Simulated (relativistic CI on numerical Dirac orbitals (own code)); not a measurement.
# One change at a time: S⁷⁺

Base calculation: Dirac-Coulomb-Breit CI, orbitals from a KLI potential per configuration, a model potential for QED, unscaled Slater integrals.

CI space (outside the closed core 1s2): 2s2 2p5, 2s 2p6, 2s2 2p4 3s, 2s2 2p4 3p, 2p6 3s, 2s2 2p4 3d, 2p6 3p, 2s 2p5 3s, 2p6 3d, 2s2 2p4 4s, 2s 2p5 3p, 2s2 2p4 4p, 2s2 2p4 4d, 2s2 2p4 4f, 2s 2p5 3d, 2s2 2p3 3s2. Levels of other configurations are missing.

Variants: (1) P86 correlation estimate. Shifts of the energy above 2s2 2p5 2P°_3/2, in cm⁻¹, for the lowest level and the first level of each name with at least 55 % of one term (blank where a level changes its place among those of its configuration and J or its character, or is not in the variant):

```csv
Level,Base,Δ(1)
2s2 2p5 2P°_3/2,0,0
2s2 2p5 2P°_1/2,10040,0
2s 2p6 2S_1/2,516773,+1867
2s2 2p4 3s 4P_5/2,1551018,+8533
2s2 2p4 3s 4P_3/2,1556981,+8533
2s2 2p4 3s 4P_1/2,1560528,+8533
2s2 2p4 3s 2P_3/2,1572994,+8529
2s2 2p4 3s 2P_1/2,1579980,+8529
2s2 2p4 3s 2D_5/2,1617844,+8529
2s2 2p4 3s 2D_3/2,1618007,+8529
2s2 2p4 3p 4P°_5/2,1655226,+9138
2s2 2p4 3p 4P°_3/2,1656898,+9138
2s2 2p4 3p 4P°_1/2,1659672,+9138
2s2 2p4 3p 4D°_7/2,1669293,+9125
2s2 2p4 3p 4D°_5/2,1672384,+9126
2s2 2p4 3p 4D°_3/2,1675531,+9126
2s2 2p4 3s 2S_1/2,1676834,+8615
2s2 2p4 3p 4D°_1/2,1676972,+9126
2s2 2p4 3p 2D°_5/2,1681658,+9126
2s2 2p4 3p 2P°_1/2,1683005,+9133
2s2 2p4 3p 4S°_3/2,1691218,+9124
2s2 2p4 3p 2S°_1/2,1692729,+9126
```

At this charge configurations can still be misplaced by up to about 7 % of their energy.

Ionisation energy from the two ground configurations alone: base 327.158 eV; P86 correlation estimate 328.613 eV. The NIST ASD value (measured) is 328.794 eV.

LS names give the leading component of a level, which can be under half, so a name can repeat, a term be missing and a line seem to break the LS rules.
